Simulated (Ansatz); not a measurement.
CH₆FNSn, SMILES `C[NH][SnH2][F]`. Total charge 0; spin multiplicity 1. Sn takes the def2 core potential. Geometry: relaxed with PBE0-D4/def2-TZVP. It is one conformer, not always the lowest.

```xyz
10

C     1.274   -0.502    0.602
N     0.598    0.143   -0.510
Sn   -1.393    0.267   -0.587
F    -2.016    1.395    0.859
H     2.291   -0.787    0.314
H     0.751   -1.424    0.869
H     1.337    0.114    1.508
H     1.082    0.975   -0.817
H    -2.055   -1.257   -0.235
H    -1.868    1.075   -2.002
```

Problem. What is the dipole moment at PBE/def2-TZVPP? (Best estimate.)

Solution. Computed: 2.27 D, with components (1.39, -1.06, -1.45) D in this frame, pointing from negative to positive charge.

Problem. And with r2SCAN, B3LYP, ωB97M-V? (Best estimate.)

Solution. The calculation gave: r2SCAN 2.31 D, B3LYP 2.34 D, ωB97M-V 2.30 D.

Problem. Give the Mulliken charges with PBE, r2SCAN, ωB97M-V in def2-TZVPP. (Estimate.)

Solution. Computed: 
| atom | PBE | r2SCAN | ωB97M-V |
| --- | --- | --- | --- |
| C1 | -0.20 | -0.04 | -0.24 |
| N2 | -0.43 | -0.51 | -0.46 |
| Sn3 | 0.91 | 0.99 | 0.93 |
| F4 | -0.47 | -0.51 | -0.51 |
| H5 | 0.09 | 0.05 | 0.12 |
| H6 | 0.09 | 0.05 | 0.11 |
| H7 | 0.11 | 0.07 | 0.13 |
| H8 | 0.14 | 0.14 | 0.10 |
| H9 | -0.12 | -0.12 | -0.09 |
| H10 | -0.12 | -0.12 | -0.08 |

B3LYP here is the variant with VWN-RPA as its local correlation; programs differ in this.
